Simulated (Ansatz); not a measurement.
Task: Name a neutral molecule of C, F, O, Ta and H with LUMO energy (PBE0/def2-TZVPP) between -1.75 and -1.45 eV and size of the dipole moment (B3LYP/def2-TZVPP) between 2.35 and 2.65 D (Ansatz, PBE0-D4/def2-TZVP geometry).

Result: `[CH3][Ta](=[O])([F])[F]` (-1.66 eV, 2.59 D). Other molecules can fit too; these were computed, each in one conformer that needn't be the lowest.

B3LYP here is the variant with VWN-RPA as its local correlation; programs differ in this.
